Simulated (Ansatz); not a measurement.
Species: C4H6Si2, net charge 0, singlet state. 
Geometry from a B3LYP-D3(BJ)/def2-TZVP (Ansatz, a program for electronic structure) optimisation:
```xyz
12

C     -3.6087     0.3719     0.0080
C     -2.6264    -0.3159     0.1278
Si    -1.1508    -1.3695     0.3120
C      0.3541    -0.3673     0.0680
C      1.3607     0.2909    -0.0927
Si     2.8718     1.2893    -0.3360
H     -4.4746     0.9809    -0.0981
H     -1.1876    -2.4455    -0.6984
H     -1.1316    -1.9534     1.6679
H      4.0579     0.4200    -0.1833
H      2.8544     1.8759    -1.6929
H      2.9104     2.3681     0.6742
```

Atomisation energy built up term by term with Ansatz (kcal/mol; UHF references for open shells; valence terms freeze the core; atomic spin-orbit terms are left out). Basis-set limits of correlation are two-point, X^-3; Hartree-Fock from the larger set.

```
term                                                    basis  kcal/mol
-----------------------  ------------------------------------  --------
Hartree-Fock                                  aug-cc-pV(Q+d)Z         …
CCSD correlation         CBS(aug-cc-pV(T+d)Z,aug-cc-pV(Q+d)Z)         …
(T)                      CBS(aug-cc-pV(T+d)Z,aug-cc-pV(Q+d)Z)     22.05
core correlation                                    cc-pwCVTZ      4.06
scalar relativity (X2C)            cc-pVTZ-DK against cc-pVTZ     -1.94
sum: De                                                               …
```

Question: Complete the blanks.

Answer: 
- Hartree-Fock, kcal/mol: 848.90
- CCSD correlation, kcal/mol: 269.71
- sum: De, kcal/mol: 1142.8
